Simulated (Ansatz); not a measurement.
Reaction (formal exchange of groups at the Sn–S bond): `S[SiH2][SnH2][SH]` + CH₄ → `[CH3][SnH2][SiH2]S` + H₂S

Calculated with Ansatz (gas phase, PBE0-D4/def2-TZVP geometries, no zero-point term in ΔE). CCSD(T)/CBS adds triple-zeta CCSD(T) − MP2 to the extrapolated MP2 energy (def2 sets, frozen cores). This one scheme is used for every species. Functionals use def2-TZVPP. B3LYP here is the variant with VWN-RPA as its local correlation; programs differ in this. def2 core potentials past Kr. For Sn outer-core shells are correlated without core-valence functions, which leaves a few kJ/mol of doubt a bond. Each species was taken in one conformer, which may not be the lowest.

| level | ΔE (kJ/mol) | difference from CCSD(T)/CBS |
| --- | --- | --- |
| PBE-D4 | 95.0 | 6.9 |
| r2SCAN-D4 | 95.2 | 7.1 |
| PBE0-D4 | 93.9 | 5.8 |
| B3LYP-D4 | 94.5 | 6.4 |
| ωB97X-V | 87.5 | -0.6 |
| ωB97M-V | 88.6 | 0.5 |
| B2PLYP | 89.1 | 1.0 |
| PBE | 92.1 | 4.0 |
| r2SCAN | 94.8 | 6.7 |
| PBE0 | 91.4 | 3.3 |
| B3LYP | 89.5 | 1.4 |
| HF/def2-TZVPP | 86.7 | -1.4 |
| MP2/def2-TZVPP | 87.3 | -0.8 |
| SCS-MP2/def2-TZVPP | 84.5 | -3.6 |
| CCSD/def2-TZVPP | 80.5 | -7.6 |
| CCSD(T)/def2-TZVPP | 82.3 | -5.8 |
| HF/def2-QZVPP | 86.4 | -1.7 |
| MP2/def2-QZVPP | 90.6 | 2.5 |
| SCS-MP2/def2-QZVPP | 87.6 | -0.5 |
| HF/CBS(def2) | 86.3 | -1.8 |
| MP2/CBS(def2) | 93.2 | 5.1 |
| CCSD/CBS(def2) | 86.3 | -1.8 |
| CCSD(T)/CBS | 88.1 | 0 |

Largest T1 diagnostic among the species: 0.013.

The D4 term adds +5.0 kJ/mol with B3LYP and +2.5 kJ/mol with PBE0; it sums over pairs of atoms, weighted by their polarisabilities, and B3LYP, whose exchange is more repulsive, gets the larger term.

CCSD(T)/CBS has its own doubt, a few kJ/mol and more with outer-core shells, so smaller differences from it don't rank the levels.
